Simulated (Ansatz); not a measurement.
Program: Ansatz 0.2.0.

Basis-set series for F₂OSW (`[O]=[W]([F])([F])=[S]`). The species carries charge 0 and has multiplicity 1. W takes the def2 core potential. The geometry is a stationary point of PBE0-D4/def2-TZVP.

```csv
functional,basis,functions,energy (Eh),HOMO (eV),LUMO (eV)
PBE0-D4,def2-SVP,92,-739.64025,-8.38,-3.05
PBE0-D4,def2-TZVPP,191,-740.14468,-8.33,-2.98
ωB97M-V,def2-SVP,92,-739.86438,-10.43,-0.89
ωB97M-V,def2-TZVPP,191,-740.37577,-10.41,-0.83
```

(1) Give the rows for def2-QZVPP. (Estimate.)

Results:

(1) The calculation gave: 
```json
{"functional": "PBE0-D4", "basis": "def2-QZVPP", "functions": "322", "energy (Eh)": "-740.17220", "HOMO (eV)": "-8.34", "LUMO (eV)": "-2.99"}
{"functional": "ωB97M-V", "basis": "def2-QZVPP", "functions": "322", "energy (Eh)": "-740.40157", "HOMO (eV)": "-10.43", "LUMO (eV)": "-0.86"}
```
